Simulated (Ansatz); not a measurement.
`FBB[SiH3]` and `FBB([SiH3])Br` differ in one atom or group.

Ansatz, PBE0-D4/def2-TZVP geometries, multiplicity 1. Each molecule was computed in one conformer, which needn't be the lowest.

Scalar relativity is left out up to krypton.

| property | `FBB[SiH3]` |
| --- | --- |
| size of the dipole moment (B3LYP/def2-TZVPP) / D | 0.93 |
| ideal-gas entropy at 298 K and 1 bar (rigid rotor, harmonic PBE0-D4/def2-TZVP) / J/(mol·K) | 336 |
| HOMO energy (ωB97M-V/def2-TZVPP) / eV | -10.19 |
| LUMO energy (PBE/def2-TZVPP) / eV | -3.62 |
| LUMO energy (ωB97M-V/def2-TZVPP) / eV | -0.66 |
| HOMO energy (PBE0/def2-TZVPP) / eV | -8.00 |

(1) What does the change do to each property? (Best estimate.)

Results:

(1) The calculation gave: 
```json
{"property": "size of the dipole moment (B3LYP/def2-TZVPP) / D", "`FBB([SiH3])Br`": "0.72", "shift": "-0.21"}
{"property": "ideal-gas entropy at 298 K and 1 bar (rigid rotor, harmonic PBE0-D4/def2-TZVP) / J/(mol·K)", "`FBB([SiH3])Br`": "391", "shift": "55"}
{"property": "HOMO energy (ωB97M-V/def2-TZVPP) / eV", "`FBB([SiH3])Br`": "-9.65", "shift": "0.54"}
{"property": "LUMO energy (PBE/def2-TZVPP) / eV", "`FBB([SiH3])Br`": "-3.49", "shift": "0.13"}
{"property": "LUMO energy (ωB97M-V/def2-TZVPP) / eV", "`FBB([SiH3])Br`": "-0.62", "shift": "0.04"}
{"property": "HOMO energy (PBE0/def2-TZVPP) / eV", "`FBB([SiH3])Br`": "-7.51", "shift": "0.49"}
```

Dipoles are sizes alone; their direction can turn. Modes under 60 cm⁻¹, often nearly free rotors, make the harmonic entropy too high.

B3LYP here is the variant with VWN-RPA as its local correlation; programs differ in this.

Spin–orbit coupling is left out; it splits and shifts lone-pair levels of the heavy atoms by tenths of an eV.
